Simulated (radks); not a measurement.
Problem. Sb0.3+, configuration [Ne] 3s2 3p(1/2: 2, 3/2: 3.7) 3d10 4s2 4p6 4d10 5s2 5p3 (fractional occupations, a model configuration). All-electron calculation, Dirac Kohn-Sham, PBE, spin-unpolarised, spherical densities, finite nucleus; open shells fill j = l - 1/2 first; Fermi nuclear charge, rms radius 4.6802 fm. Program: a radial shooting solver on a logarithmic mesh with Libxc functionals.

Spin-orbit splittings of the eigenvalues, e(l+1/2) - e(l-1/2), with zeta = 2 splitting/(2l+1) and mean radii in bohr:

shell  occ.  splitting (eV)  zeta (eV)  <r> j=l-1/2  <r> j=l+1/2
2p        6           251.9      168.0       0.1032       0.1087
3p      5.7           46.68      31.12       0.3202       0.3314
3d       10           9.718      3.887       0.3024       0.3060
4p        6           8.741      5.828       0.8266       0.8553
4d       10               ?          ?        1.006        1.019
5p        3          0.6807     0.4538        2.694        2.817

Estimate the 4d splitting.

Solution. 1.289 eV (zeta = 0.5156 eV).
